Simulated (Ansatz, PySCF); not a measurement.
This PySCF input computes a SVWN5/def2-TZVPD energy:

```python
from pyscf import gto, scf, dft

mol = gto.M(
    atom='''
    Si   -1.55689240   -0.01072249    0.03241634
    Ge    0.73062527    0.00503190   -0.01521248
    H    -2.28844008    1.22713903    0.33001745
    H    -2.28308120   -1.25862361   -0.23483298
    H     1.49677345   -1.27472892   -0.32310709
    H     1.49123289    1.29530766    0.26089327
    ''',
    basis='def2-tzvpd',
    charge=1,
    spin=1,
    verbose=4,
)

mf = dft.UKS(mol, xc='svwn').density_fit(auxbasis='def2-universal-jkfit')
mf.grids.level = 3
mf.conv_tol = 1e-9
mf.max_cycle = 100
mf.max_memory = 1500
mf.kernel()
if not mf.converged:
    mf = mf.newton()
    mf.kernel(mf.make_rdm1())
for _ in range(2):
    mo, _, stable, _ = mf.stability(return_status=True)
    if stable:
        break
    mf.kernel(mf.make_rdm1(mo, mf.mo_occ))
mf.analyze()
```

Question: Write an input for the same energy in Ansatz (an electronic-structure program) and say what it gives.

Answer: 
Ansatz 0.2 input:
```yaml
crystal:
  periodic: [false, false, false]
  atoms:
    - {symbol: Si, position_ang: [-1.55689240, -0.01072249, 0.03241634]}
    - {symbol: Ge, position_ang: [0.73062527, 0.00503190, -0.01521248]}
    - {symbol: H, position_ang: [-2.28844008, 1.22713903, 0.33001745]}
    - {symbol: H, position_ang: [-2.28308120, -1.25862361, -0.23483298]}
    - {symbol: H, position_ang: [1.49677345, -1.27472892, -0.32310709]}
    - {symbol: H, position_ang: [1.49123289, 1.29530766, 0.26089327]}
basis:
  gaussian:
    orbitals: def2-TZVPD
hamiltonian:
  xc: {name: SVWN5}
total_charge: 1
magnetization: {spin_polarized: true, initial_magnetization: 1}
output: {forces: true}
```
It gives -2364.21471 Eh, and PySCF -2364.21478 Eh, a difference of 0.07 mEh, from the treatment of integrals and grids.
